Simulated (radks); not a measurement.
Problem. Coulomb parameter of the 4d shell of neutral palladium in the model configuration [Kr] 4d9 5p1, as a second difference U = [E(n + 0.25) + E(n - 0.25) - 2 E(n)] / (0.25)^2 with all orbitals relaxed. "Bare": the charge of the atom changes with n. "Screened": the 5p shell takes up the change at fixed total charge, which measures U(4d,4d) + U(5p,5p) - 2 U(4d,5p). All-electron calculation, scalar-relativistic Kohn-Sham, SCAN, spin-unpolarised, spherical densities, finite nucleus; meta-GGA in the generalised Kohn-Sham scheme; Fermi nuclear charge, rms radius 4.5318 fm. Program: a radial shooting solver on a logarithmic mesh with Libxc functionals. Estimate both.

Solution. U(bare) = 9.055 eV, U(screened by 5p) = 3.394 eV, against the Slater integral F0(4d,4d) = 16.959 eV with frozen orbitals. The step up makes a negative ion, whose loosely bound charge lowers the bare value.
